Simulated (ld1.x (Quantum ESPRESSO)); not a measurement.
# Fe, TM: configuration errors across variants

ld1.x (Quantum ESPRESSO) 7.5 input, shortened:

```
&input
   title='Fe', zed=26., rel=2, dft='PZ', iswitch=3,
   config='[Ar] 3d6 4s2 4p0', rel_dist='average'
 /
 &inputp
   pseudotype=2, tm=.true., lloc=2,
   nlcc=.false.
 /
3
3S  1  0   2.00   0.00  1.05  1.05  0.0
3P  2  1   6.00   0.00  1.30  1.30  0.0
3D  3  2   6.00   0.00  1.50  1.50  0.0
 &test
   configts(1)='3s2 3p6 3d6 4s2 4p0'
 /
```

Open shells are filled in proportion to 2j + 1 (rel_dist='average').

Occupied shells without a wave of their own: 4s. They enter only through the test configuration that unscreens the potential.

All-electron excitation energies from the reference (eV): (1) 3s2 3p6 3d6 4s1 4p0 8.981; (2) 3s2 3p6 3d6 4s0 4p0 25.473; (3) 3s2 3p6 3d5 4s0 4p0 60.002; (4) 3s2 3p6 3d6 4s1.5 4p0 3.596; (5) 3s2 3p6 3d6 4s1 4p1 4.177; (6) 3s2 3p6 3d5 4s2 4p1 8.861; (7) 3s2 3p6 3d5 4s2 4p0 14.475.

On the changes marked as counting shells twice: ld1.x takes every shell without a wave as core, so the model core holds the marked electrons as well and exchange and correlation see them twice. This cancels in the reference configuration, but the file is broken for other ones, and its errors say nothing about a proper core correction.

Errors AE − PS in meV (a dash: test not solved or not reliable):

| change | (1) | (2) | (3) | (4) | (5) | (6) | (7) | bound ghosts |
| --- | --- | --- | --- | --- | --- | --- | --- | --- |
| base | +51 | +77 | -134 | +25 | -88 | -133 | +104 | none |
| core correction a·sin(br)/r model core inside 0.42 bohr (4s counted twice) | -90 | -634 | -1200 | -7.1 | -119 | -167 | +46 | none |
| core correction a·sin(br)/r model core inside 0.54 bohr (4s counted twice) | -89 | -631 | -1199 | -7.0 | -118 | -165 | +48 | none |
| core correction a·sin(br)/r model core inside 0.64 bohr (4s counted twice) | -89 | -628 | -1197 | -7.0 | -118 | -164 | +50 | none |
| core correction a·sin(br)/r model core inside 0.72 bohr (4s counted twice) | -89 | -627 | -1196 | -7.0 | -118 | -163 | +52 | none |
| core correction a·sin(br)/r model core inside 0.92 bohr (4s counted twice) | -89 | -625 | -1195 | -6.9 | -117 | -162 | +53 | none |
| core correction full core density, not smoothed (it rises at the typed radius of 1.06 bohr, so ld1.x skipped the fit) (4s counted twice) | -90 | -635 | -1201 | -7.0 | -119 | -167 | +45 | none |
| core correction full core density, not smoothed (it rises at the typed radius of 1.18 bohr, so ld1.x skipped the fit) (4s counted twice) | -90 | -635 | -1201 | -7.0 | -119 | -167 | +45 | none |
| core correction full core density, not smoothed (it rises at the typed radius of 1.28 bohr, so ld1.x skipped the fit) (4s counted twice) | -90 | -635 | -1201 | -7.0 | -119 | -167 | +45 | none |

Give the same row for: core correction a·sin(br)/r model core inside 0.82 bohr (4s counted twice).

-89, -626, -1195, -6.9, -117, -162, +52; bound ghosts: none. ld1.x takes every shell without a wave as core, so the model core holds the 4s electrons as well and exchange and correlation see them twice. This cancels in the reference configuration, but the file is broken for other ones, and its errors say nothing about a proper core correction.
